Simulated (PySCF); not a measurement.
**input.py for NaIn**

The script input.py:

```python
from pyscf import gto, dft

mol = gto.M(
    atom='Na 0 0 0; In 0 0 3.113',
    basis='def2-svp',
    ecp={'In': 'def2-svp'},
    charge=0,
    spin=0,
    verbose=4,
)
mf = dft.RKS(mol, xc='pw91')
mf.kernel()
mf.stability(internal=True, external=True)
mf.dip_moment()
print('orbital energies (hartree):', mf.mo_energy[..., max(0, mol.nelec[1]-3):mol.nelec[0]+3].round(4))
```

```bash
$ OMP_NUM_THREADS=1 python input.py
```

Output (some set-up lines and the per-cycle HOMO/LUMO lines with their warnings removed):

```
PySCF version 2.14.0

[INPUT] verbose = 4
[INPUT] num. atoms = 2
[INPUT] num. electrons = 32
[INPUT] charge = 0
[INPUT] spin (= nelec alpha-beta = 2S) = 0
[INPUT] symmetry False subgroup None
[INPUT] Mole.unit = angstrom
[INPUT] Symbol           X                Y                Z      unit          X                Y                Z       unit  Magmom
[INPUT]  1 Na     0.000000000000   0.000000000000   0.000000000000 AA    0.000000000000   0.000000000000   0.000000000000 Bohr   0.0
[INPUT]  2 In     0.000000000000   0.000000000000   3.113000000000 AA    0.000000000000   0.000000000000   5.882717425771 Bohr   0.0

nuclear repulsion = 39.2675668880565
number of shells = 17
number of NR pGTOs = 94
number of NR cGTOs = 41
basis = def2-svp
ecp = {'In': 'def2-svp'}

******** <class 'pyscf.dft.rks.RKS'> ********
method = RKS
initial guess = minao
damping factor = 0
level_shift factor = 0
DIIS = <class 'pyscf.scf.diis.CDIIS'>
diis_start_cycle = 1
diis_space = 8
diis_damp = 0
SCF conv_tol = 1e-09
SCF conv_tol_grad = None
SCF max_cycles = 50
direct_scf = True
direct_scf_tol = 1e-13
XC library pyscf.dft.libxc version 7.0.0
    S. Lehtola, C. Steigemann, M. J.T. Oliveira, and M. A.L. Marques.,  SoftwareX 7, 1–5 (2018)
XC functionals = pw91
    J. P. Perdew. In P. Ziesche and H. Eschrig, editors, Proceedings of the 75. WE-Heraeus-Seminar and 21st Annual International Symposium on Electronic Structure of Solids, 11. Berlin, 1991. Akademie Verlag.
    J. P. Perdew, J. A. Chevary, S. H. Vosko, K. A. Jackson, M. R. Pederson, D. J. Singh, and C. Fiolhais.,  Phys. Rev. B 46, 6671 (1992)
    J. P. Perdew, J. A. Chevary, S. H. Vosko, K. A. Jackson, M. R. Pederson, D. J. Singh, and C. Fiolhais.,  Phys. Rev. B 48, 4978 (1993)
    J. P. Perdew. In P. Ziesche and H. Eschrig, editors, Proceedings of the 75. WE-Heraeus-Seminar and 21st Annual International Symposium on Electronic Structure of Solids, 11. Berlin, 1991. Akademie Verlag.
    J. P. Perdew, J. A. Chevary, S. H. Vosko, K. A. Jackson, M. R. Pederson, D. J. Singh, and C. Fiolhais.,  Phys. Rev. B 46, 6671 (1992)
    J. P. Perdew, J. A. Chevary, S. H. Vosko, K. A. Jackson, M. R. Pederson, D. J. Singh, and C. Fiolhais.,  Phys. Rev. B 48, 4978 (1993)
radial grids:
    Treutler-Ahlrichs [JCP 102, 346 (1995); DOI:10.1063/1.469408] (M4) radial grids

becke partition: Becke, JCP 88, 2547 (1988); DOI:10.1063/1.454033
pruning grids: <function nwchem_prune>
grids dens level: 3
symmetrized grids: False
atomic radii adjust function: <function treutler_atomic_radii_adjust>
small_rho_cutoff = 0
Set gradient conv threshold to 3.16228e-05
Initial guess from minao.
tot grids = 39976
init E= -331.670787691469
cycle= 1 E= -351.608446079472  delta_E= -19.9  |g|=  1.8  |ddm|= 12.6
cycle= 2 E= -347.854588542395  delta_E= 3.75  |g|= 4.98  |ddm|= 7.13
cycle= 3 E= -352.386648979609  delta_E= -4.53  |g|= 0.32  |ddm|= 4.06
cycle= 4 E= -352.412827203206  delta_E= -0.0262  |g|= 0.0424  |ddm|= 0.683
cycle= 5 E= -352.412821502088  delta_E= 5.7e-06  |g|= 0.0328  |ddm|= 0.243
cycle= 6 E= -352.414043531074  delta_E= -0.00122  |g|= 0.0135  |ddm|= 0.169
cycle= 7 E= -352.41426042114  delta_E= -0.000217  |g|= 0.000404  |ddm|= 0.0561
cycle= 8 E= -352.414260619206  delta_E= -1.98e-07  |g|= 9.93e-05  |ddm|= 0.0037
cycle= 9 E= -352.414260628943  delta_E= -9.74e-09  |g|= 7.24e-06  |ddm|= 0.000484
cycle= 10 E= -352.414260629022  delta_E= -7.94e-11  |g|= 2.74e-06  |ddm|= 4.85e-05
Extra cycle  E= -352.414260628955  delta_E= 6.76e-11  |g|= 7.81e-06  |ddm|= 4.15e-05
converged SCF energy = -352.414260628955
rhf_internal: lowest eigs of H = [0.13127954 0.13128007 0.49408349]
<class 'pyscf.dft.rks.RKS'> wavefunction is stable in the internal stability analysis

WARN: QR decomposition removed 1 vectors.

rhf_real2complex: lowest eigs of H = [0.01827477 0.01827477 0.05547614]
<class 'pyscf.dft.rks.RKS'> wavefunction is stable in the real -> complex stability analysis
rhf_external: lowest eigs of H = [-0.00764899 -0.00764881  0.01903275]
<class 'pyscf.dft.rks.RKS'> wavefunction has an RHF/RKS -> UHF/UKS instability
Dipole moment(X, Y, Z, Debye): -0.00000,  0.00000, -1.52546
orbital energies (hartree): [-0.662  -0.2978 -0.1086 -0.0903 -0.0903 -0.0531]
```

In short: E(SCF) = -352.414261 Eh, 10 cycles, μz(SCF) = -1.53 D, internal stable; real -> complex stable; RHF/RKS -> UHF/UKS unstable.

Hardware: Intel Xeon Platinum 8559C, 1 thread, shared host. Wall time 5 s, peak memory 0.23 GiB.

The stability test finds a lower solution, so these numbers belong to a saddle point. The bond length is a typed value, not an optimised one.
